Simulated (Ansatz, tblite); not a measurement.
Forces on (FInO)3 ring (In₃O₃F₃) at its r2SCAN-D4/def2-SVP geometry. The state is a singlet with charge 0.

In the def2 sets In takes a core potential; there is no spin–orbit coupling. The xTB rows come from tblite.

GFN1-xTB (tblite), largest force 0.83 eV/Å:

```xyz
9
positions Å, forces eV/Å
In   -1.231   -1.577    0.075    0.067    0.082   -0.003
F    -2.419   -3.115    0.146    0.506    0.656   -0.030
O    -0.207   -1.025    1.701    0.023    0.092   -0.159
In    1.033    0.542    1.627   -0.052   -0.032   -0.087
F     2.046    1.060    3.204   -0.432   -0.220   -0.673
O     1.230    1.570   -0.076   -0.115   -0.143    0.007
In    0.196    1.037   -1.702   -0.013   -0.055    0.094
F     0.380    2.050   -3.352   -0.078   -0.432    0.703
O    -1.027   -0.542   -1.623    0.093    0.051    0.149
```

GFN2-xTB (tblite), largest force 0.33 eV/Å:

```
In 0.162 0.211 -0.008
F 0.066 0.085 -0.004
O 0.038 0.169 -0.285
In -0.140 -0.071 -0.216
F -0.056 -0.029 -0.088
O -0.206 -0.260 0.013
In -0.023 -0.142 0.227
F -0.011 -0.056 0.092
O 0.170 0.091 0.270
```

PBE0-D4/def2-TZVP (Ansatz), largest force 0.57 eV/Å:

```
In -0.001 -0.001 0.001
F 0.254 0.330 -0.016
O 0.063 0.290 -0.488
In 0.002 -0.003 0.000
F -0.218 -0.109 -0.338
O -0.353 -0.445 0.022
In -0.001 -0.001 0.001
F -0.038 -0.217 0.354
O 0.291 0.156 0.463
```
